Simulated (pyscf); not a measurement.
H₃C–SiH•–Cl (SMILES C[SiH]Cl) → •H₂C–SiH₂–Cl (SMILES [CH2][SiH2]Cl), a hydrogen shift (doublet surface; C–H broken, H–Si formed). Optimised with ωB97X-D3(BJ)/def2-SVP in PySCF. Correlated levels are frozen-core, on RHF or UHF. ΔMP2 is the change of the MP2 total energy from the triple- to the quadruple-zeta basis. Energies in kJ/mol from the reactant's lowest minimum found.

Small-basis levels: PySCF, no dispersion term, spherical d functions. AM1 to PM7: differences of heats of formation from MOPAC, which are fitted to 298 K values and so differ in kind from electronic energies by zero-point and thermal terms. Open shells are spin-unrestricted. 

```tsv
level	barrier	reaction energy
MP2/6-31G*	256.4	+60.4
BP86/6-31G*	206.8	+62.5
B3LYP/3-21G	253.9	+78.3
M06-2X/6-31G*	239.8	+61.9
PBE/def2-SVP	198.5	+66.6
AM1	204.2	+80.2
PM3	165.2	+53.3
PM6	126.1	-17.1
PM7	169.7	+54.1
CCSD(T)/def2-TZVPP + ΔMP2(QZVPP)	211.9	+46.9
```

Against the last row the barrier runs from -85.9 (PM6) to +44.5 kJ/mol (MP2/6-31G*). CCSD(T)/def2-TZVPP + ΔMP2(QZVPP) has limits of its own. One saddle was located; it need not be the lowest between these sides. The CCSD(T) − MP2 part came from Ansatz, without density fitting, on the same reference.
